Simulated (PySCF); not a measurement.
C7H13F.
Structure used (PBE0-D3(BJ)/def2-SVP), in Å, numbered top down from 1:
```
atom  x, y, z in Å
C1    -1.579   -0.802   -1.385
C2    -0.374   -0.713   -0.468
C3     0.184    0.694   -0.211
C4    -0.729    1.622    0.566
C5     1.520    0.396    0.479
C6     2.028   -0.909   -0.162
C7     0.854   -1.467   -0.967
F8     1.044   -1.177   -2.312
H9    -1.919   -1.842   -1.500
H10   -2.424   -0.218   -0.991
H11   -1.330   -0.418   -2.385
H12   -0.628   -1.151    0.517
H13    0.396    1.139   -1.201
H14   -0.983    1.191    1.549
H15   -0.250    2.597    0.744
H16   -1.671    1.812    0.030
H17    2.236    1.227    0.391
H18    1.339    0.248    1.557
H19    2.375   -1.631    0.591
H20    2.865   -0.743   -0.856
H21    0.748   -2.563   -0.895
```

Computed with PySCF at PBE0/pcSseg-1 and wB97X-D/def2-SVPD, non-relativistic, on one gas-phase PBE0-D3(BJ)/def2-SVP geometry that isn't relaxed in the solvent. The solvent is an IEF-PCM continuum (Bondi radii, 1.10 Å for H, scaled by 1.2). The model holds no explicit solvent molecules, cavitation or dispersion.

Gas phase at PBE0/pcSseg-1: HOMO -8.57 eV, LUMO 1.31 eV, dipole 1.66 D.

**Question.** What does the continuum do to the energy, the frontier levels and the dipole at PBE0/pcSseg-1 in cyclohexane and water?

**Answer.** 
| solvent | ε | E(solvent) − E(gas) (kcal/mol) | polarisation term (kcal/mol) | distortion of the solute (kcal/mol) | HOMO (eV) | LUMO (eV) | dipole (D) |
| --- | --- | --- | --- | --- | --- | --- | --- |
| cyclohexane | 2.017 | -0.99 | -1.04 | 0.05 | -8.51 | 1.42 | 1.85 |
| water | 78.36 | -2.54 | -2.93 | 0.39 | -8.45 | 1.57 | 2.24 |

Polarisation term: ½ Σ q·V over the induced surface charges. Distortion: the rise of the solute's own energy as its density leaves the gas-phase optimum. From cyclohexane to water the lowering changes by a factor 2.56, Onsager's factor (ε − 1)/(2ε + 1) by 2.43 and ε itself by 38.9.

**Question.** Which radius a makes the point-dipole formula ΔE = −[(ε − 1)/(2ε + 1)]·μ²/a³ give the value in water, with the gas-phase dipole?

**Answer.** μ = 0.654 au and |ΔE| = 0.00405 Eh give a = 1.97 Å; the farthest nucleus lies 2.96 Å from the centroid of the nuclei, so such a sphere wouldn't even hold the nuclei. The formula assumes a rigid point dipole at the centre of a sphere.

**Question.** Give the dipole vector in the frame of the coordinates (D, pointing from negative to positive charge), gas and water.

**Answer.** Gas (-0.25, -0.06, 1.64), solvent (-0.35, -0.21, 2.20). Its length changes by +35 % and its direction by 3°.

**Question.** Which Hirshfeld charges (PBE0/pcSseg-1) respond most in cyclohexane (means over atoms taken as equivalent)?

**Answer.** 
```tsv
atoms	environment	gas (e)	solvent (e)	change
F8	alkyl fluorine	-0.113	-0.120	-0.007
H21	methine hydrogen	+0.038	+0.041	+0.003
H12	methine hydrogen	+0.036	+0.038	+0.002
H19	methylene hydrogen	+0.042	+0.044	+0.002
H18	methylene hydrogen	+0.033	+0.034	+0.001
C1	methyl carbon	-0.120	-0.121	-0.001
H13	methine hydrogen	+0.031	+0.031	0.000
H17	methylene hydrogen	+0.039	+0.040	+0.001
```

Gas phase at wB97X-D/def2-SVPD: HOMO -10.48 eV, LUMO 2.34 eV, dipole 1.73 D.

**Question.** What does the continuum do to the energy, the frontier levels and the dipole at wB97X-D/def2-SVPD in cyclohexane?

**Answer.** 
| solvent | ε | E(solvent) − E(gas) (kcal/mol) | polarisation term (kcal/mol) | distortion of the solute (kcal/mol) | HOMO (eV) | LUMO (eV) | dipole (D) |
| --- | --- | --- | --- | --- | --- | --- | --- |
| cyclohexane | 2.017 | -1.06 | -1.12 | 0.06 | -10.41 | 2.44 | 1.94 |

**Question.** How does the static polarisability (wB97X-D/def2-SVPD, frozen core, with the continuum's full static response) change?

**Answer.** 
```json
{"medium": "gas", "isotropic (au)": "81.9", "principal values (au)": "72.6, 85.8, 87.2", "⟨r²⟩ of the electrons (bohr²)": "1008.4"}
{"medium": "cyclohexane", "isotropic (au)": "91.8", "principal values (au)": "82.3, 95.8, 97.2", "⟨r²⟩ of the electrons (bohr²)": "1008.3"}
```

The isotropic value in cyclohexane is 1.12 times the gas-phase one; no cavity-field correction is applied. ⟨r²⟩ is taken about the centre of nuclear charge.

The pairwise dispersion term of wB97X-D wasn't added to the energies; at a given geometry it leaves orbitals and properties as they are.
